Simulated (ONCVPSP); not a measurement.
## What one change does to a pseudopotential (manganese (Mn), ONCV)

ONCVPSP 4.0.1 input, shortened (lines: element, Z, core and valence counts, functional; n l f; lmax; l rc ep ncon nbas qcut; lloc lpopt rc5 dvloc0; l nproj debl; icmod fcfact rcfact), PBEsol, scalar-relativistic:

```
  Mn 25.00    5    2  -116133      upf
    1    0    2.00
    2    0    2.00
    2    1    6.00
    3    0    2.00
    3    1    6.00
    3    2    5.00
    4    0    0.50
    2
    0    2.55    0.00    3    6    3.00
    1    2.00    0.45    3    6    5.00
    2    1.60    0.00    3    7    8.40
    4    3    1.40    3.00
    0    1    3.10
    1    1    0.60
    2    2    2.60
    3    4.00    1.40
```

In the p channel the program set the typed energies aside and used 0.050 Ha.

Change: s: ncon 5, nbas 8.

Cutoffs: the cutoffs (Ha) at which the residual kinetic energy of the hardest occupied pseudo-wave falls to 1 and 0.1 mHa per electron; they do not see the model core or the augmentation charge, which bear on the density cutoff. Errors are all-electron minus pseudo energies relative to the spin-unpolarised reference configuration.

Predict the effect on cutoff, ghosts and configuration errors.

The potential gets neither clearly harder nor softer (30 Ha and 35 Ha → 30 Ha and 35 Ha); the d channel sets the loose cutoff, while the largest relative change is in s, which becomes harder; the lowest positive-energy flag moves from none to s at 18.1 eV; the errors of the 4 common tests hardly move; neither file shows a bound ghost.

```tsv
quantity	base	changed
cutoff, loose	30 Ha	30 Ha
cutoff, tight	35 Ha	35 Ha
loose cutoff by channel	s 3.8 Ha, d 30 Ha	s 4.4 Ha, d 30 Ha
bound ghosts	none	none
GHOST(+) flags under 300 eV	none	s at 18.1 eV
error for 3d5 4s2, meV [ΔE -15.27 eV]	-19	-21
error for 3d5 4s1, meV [ΔE -6.84 eV]	-8.2	-7.9
error for 3d5 4s0, meV [ΔE 8.67 eV]	-15	-13
error for 3d5.5 4s1.5, meV [ΔE -15.76 eV]	-9.6	-9.4
s: phases at 2.59 bohr within 0.05 rad from the reference energy up to (Ha; the scan ends near 5)	0.1	0.2
p: phases at 2.03 bohr within 0.05 rad from the reference energy up to (Ha; the scan ends near 5)	0.8	0.8
d: phases at 1.63 bohr within 0.05 rad from the reference energy up to (Ha; the scan ends near 5)	to the end of the scan	to the end of the scan
rms error of d²Exc/dni dnj with the model core, mHa	7.48	7.44
```
